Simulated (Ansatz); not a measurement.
```yaml
crystal:
  periodic: [true, true, true]
  atoms:
    - {symbol: C, position_ang: [-1.986793, 0.163124, 1.690938]}
    - {symbol: In, position_ang: [-0.429456, 0.133535, 0.212141]}
    - {symbol: N, position_ang: [0.229904, 1.926452, -0.426430]}
    - {symbol: Si, position_ang: [0.893090, -1.768382, -0.889196]}
    - {symbol: Te, position_ang: [2.848802, -0.825838, -2.151388]}
    - {symbol: H, position_ang: [-2.221633, 1.191432, 1.966922]}
    - {symbol: H, position_ang: [-1.673716, -0.384432, 2.580913]}
    - {symbol: H, position_ang: [-2.885211, -0.313641, 1.295726]}
    - {symbol: H, position_ang: [-0.203587, 2.806697, -0.200100]}
    - {symbol: H, position_ang: [0.864451, 2.022998, -1.202883]}
    - {symbol: H, position_ang: [1.347621, -2.820709, 0.063666]}
    - {symbol: H, position_ang: [0.100863, -2.468872, -1.939657]}
    - {symbol: H, position_ang: [3.115676, 0.337627, -1.000643]}
basis:
  gaussian: {orbitals: def2-mTZVPP}
hamiltonian: {xc: {name: B2GP-PLYP}}
```

```sh
$ ansatz run in.yaml --threads 2 --pin off --events-out ev --progress --plain --max-ram 32768MiB --backend cpu
```

**Question.** How does Ansatz answer? (Estimate.)

**Answer.** The calculation gave: The input was rejected before any iteration.
```
Error: YAML parse error: error: line 2 column 3: crystal: missing field `lattice` (a structure is typed as `lattice` and `atoms`, a molecule's as `atoms` in Å alone, or read from a run's directory, `checkpoint`)
 --> <input>:2:3
1 | crystal:
2 |   periodic: [true, true, true]
3 |   atoms:
4 |     - {symbol: C, position_ang: [-1.986793, 0.163124, 1.690938]}
```
